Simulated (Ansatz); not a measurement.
# Relaxing a trial structure of C5H7BCl2

The starting geometry of this gas-phase singlet was optimised with GFN2-xTB; its bonds are those of `C=C(C)/C=C/B(Cl)Cl`.

```xyz
15

C    -0.5195    0.0277   -2.0862
C    -0.1829   -0.9069   -1.1920
C    -0.1601   -2.3626   -1.5472
C     0.1715   -0.5107    0.1555
C     0.5352   -1.3335    1.1602
B     0.9034   -0.8592    2.5758
Cl    0.8749    0.8129    3.0066
Cl    1.3631   -2.0011    3.7879
H    -0.7864   -0.2244   -3.0984
H    -0.5357    1.0742   -1.8334
H    -0.4450   -2.5072   -2.5857
H     0.8377   -2.7724   -1.3979
H    -0.8522   -2.9163   -0.9150
H     0.1322    0.5544    0.3501
H     0.5707   -2.3968    0.9598
```

Question: Predict what becomes of its bonds when it is optimised with PBE-D3(BJ)/def2-SVP.

Answer: It keeps its bonds, and is `C=C(C)/C=C/B(Cl)Cl`.

The energy falls by 0.14 eV over 8 steps:

```csv
step,E − E(last) (eV)
1,0.141
2,0.021
3,0.002
4,0.002
5,0.001
6,0.000
7,0.000
8,0.000
```

Final geometry (Å):

```
atom    x (Å)    y (Å)    z (Å)
   C  -0.5266   0.0508  -2.0985
   C  -0.1844  -0.9135  -1.2023
   C  -0.1637  -2.3749  -1.5693
   C   0.1732  -0.5130   0.1564
   C   0.5410  -1.3439   1.1777
   B   0.9055  -0.8504   2.5870
  Cl   0.8799   0.8688   3.0191
  Cl   1.3698  -2.0074   3.8422
   H  -0.8043  -0.1962  -3.1350
   H  -0.5358   1.1141  -1.8111
   H  -0.4548  -2.5319  -2.6247
   H   0.8468  -2.8095  -1.4201
   H  -0.8577  -2.9573  -0.9279
   H   0.1373   0.5727   0.3598
   H   0.5807  -2.4303   0.9870
```

No frequencies were run, so the end isn't proven a minimum. Run with Ansatz 0.2.0, 14 s on 4 threads of Arm Neoverse V1, on a shared host.
